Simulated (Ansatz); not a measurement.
Program: Ansatz. Geometries: PBE0-D4/def2-TZVP. ΔE: electronic, gas phase. CBS: MP2 limit from def2 TZ/QZ plus the TZ coupled-cluster correction, frozen cores. DFT in def2-TZVPP. For Br outer-core shells are correlated without core-valence functions, which leaves a few kJ/mol of doubt a bond. Scalar relativity is left out up to krypton. One conformer a species, not always the lowest.

Reaction (formal exchange of groups at a B–Br bond): `O=CBBr` + `FC([SiH3])(Cl)Br` → `O=CB[SiH3]` + `FC(Cl)(Br)Br`

Task: Is it downhill or uphill in electronic energy at CCSD(T)/CBS, and by how much? (An estimate is asked.)

Result: Computed: Uphill: ΔE = +1.77 eV.

Task: What do these levels give: PBE0-D4, ωB97M-V, B2PLYP, MP2/def2-TZVPP, HF/def2-QZVPP, SCS-MP2/def2-QZVPP? (An estimate is asked.)

Result: Ansatz gave: PBE0-D4 1.64, ωB97M-V 1.74, B2PLYP 1.73, MP2/def2-TZVPP 1.79, HF/def2-QZVPP 2.05, SCS-MP2/def2-QZVPP 1.81 eV.

Largest T1 diagnostic among the species: 0.021, so the coupled-cluster value is less sure than usual.

From PBE to PBE0 (25 % exact exchange), in def2-TZVPP and without D4, ΔE moves by +0.15 eV. In def2-TZVPP, CCSD(T) changes the Hartree–Fock value by −0.30 eV (the triples alone add −0.06 eV) and MP2 by −0.27 eV.
